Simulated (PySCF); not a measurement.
Cl3HOZr, SMILES [Zr]([Cl])([Cl])([OH])[Cl], multiplicity 1.

Geometry: PBE0-D3(BJ)/def2-SVP. The multiplicity is an assumed one; no other spin state was optimised. The isomer is the one that the SMILES or the coordinates give; other isomers of the formula were not compared. The def2 effective core potentials stand for the cores of Zr; spin–orbit coupling is left out. The values are those of a single conformer.

Method: PBE/def2-TZVP run with PySCF.

Isolated molecule, no solvent.

| Property | Result |
|---|---|
| total energy | -1503.24855 hartree |
| point group | C3v |
| highest occupied level | -7.92 eV |
| lowest empty level | -2.78 eV |
| orbital gap | 5.14 eV |
| dipole moment | 0.612 e·Å |
| quadrupole, principal values (traceless, Buckingham form, about the centre of nuclear charge) | -6.45, -6.45, 12.89 D·Å |
| mean static polarisability | 83.0 bohr³ (12.31 Å³) |
| polarisability, principal values | 74.4, 87.4, 87.4 bohr³ |
